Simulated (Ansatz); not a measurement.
Computed with Ansatz on PBE0-D4/def2-TZVP structures; ΔE is electronic, products minus reactants. CCSD(T)/CBS adds triple-zeta CCSD(T) − MP2 to the extrapolated MP2 energy (def2 sets, frozen cores). DFT in def2-TZVPP. B3LYP here is the variant with VWN-RPA as its local correlation; programs differ in this. For Ge outer-core shells are correlated without core-valence functions, which leaves a few kJ/mol of doubt a bond. Scalar relativity is left out up to krypton. Each species was taken in one conformer, which may not be the lowest.

`Cl[SiH2][NH][GeH2][Cl]` + `CS[SiH2]O` → `O[SiH2]S[SiH2]Cl` + `C[NH][GeH2][Cl]`  (redistribution)

| level | ΔE (kJ/mol) | difference from CCSD(T)/CBS |
| --- | --- | --- |
| PBE-D4 | 15.9 | -10.6 |
| r2SCAN-D4 | 21.8 | -4.7 |
| PBE0-D4 | 18.6 | -7.9 |
| B3LYP-D4 | 24.2 | -2.3 |
| ωB97X-V | 24.1 | -2.4 |
| ωB97M-V | 25.2 | -1.3 |
| B2PLYP | 28.9 | 2.4 |
| PBE | 18.6 | -7.9 |
| r2SCAN | 22.3 | -4.2 |
| PBE0 | 21.0 | -5.5 |
| B3LYP | 28.7 | 2.2 |
| HF/def2-TZVPP | 35.6 | 9.1 |
| MP2/def2-TZVPP | 27.1 | 0.6 |
| SCS-MP2/def2-TZVPP | 29.4 | 2.9 |
| CCSD/def2-TZVPP | 29.3 | 2.8 |
| CCSD(T)/def2-TZVPP | 27.6 | 1.1 |
| HF/def2-QZVPP | 37.0 | 10.5 |
| MP2/def2-QZVPP | 26.9 | 0.4 |
| SCS-MP2/def2-QZVPP | 29.4 | 2.9 |
| HF/CBS(def2) | 37.1 | 10.6 |
| MP2/CBS(def2) | 25.9 | -0.6 |
| CCSD/CBS(def2) | 28.1 | 1.6 |
| CCSD(T)/CBS | 26.5 | 0 |

Largest T1 diagnostic among the species: 0.011.

In def2-TZVPP, CCSD(T) changes the Hartree–Fock value by −8.0 kJ/mol (the triples alone add −1.7 kJ/mol) and MP2 by −8.6 kJ/mol. The D4 term adds −4.5 kJ/mol with B3LYP and −2.4 kJ/mol with PBE0; it sums over pairs of atoms, weighted by their polarisabilities, and B3LYP, whose exchange is more repulsive, gets the larger term.
